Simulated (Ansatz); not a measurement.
Au4⁺. The state is a doublet with charge 1. Geometry PBE-D4/def2-SVP; atoms count from 1.

```xyz
4

Au   -0.4103    0.2725   -1.2936
Au    1.9100   -1.0244   -0.8216
Au    0.4100   -0.2730    1.2936
Au   -1.9098    1.0248    0.8216
```

In the def2 sets Au takes a core potential; there is no spin–orbit coupling. No other spin state of charge 1 was run. The structure comes from a short search, and lower isomers may exist.

Problem. Estimate the Mulliken populations from the PBE0/def2-TZVP orbitals of Ansatz.

Solution. 
```csv
atom,charge (e),spin (α − β),d electrons
Au1,0.22,0.06,9.86
Au2,0.28,0.44,9.85
Au3,0.22,0.06,9.86
Au4,0.28,0.44,9.85
```
Mulliken values and Mayer orders depend strongly on the basis.

Problem. Where does the spin sit?

Solution. Summed by element: Au 1.00, of 1 unpaired in all. Largest on single atoms: Au2 0.44, Au4 0.44, Au1 0.06.

Problem. And the Mayer bond orders between bonded heavy atoms (over 0.3)?

Solution. Au1–Au2 0.47 (2.70 Å); Au1–Au3 0.54 (2.77 Å); Au1–Au4 0.47 (2.70 Å); Au2–Au3 0.47 (2.70 Å); Au3–Au4 0.47 (2.70 Å).
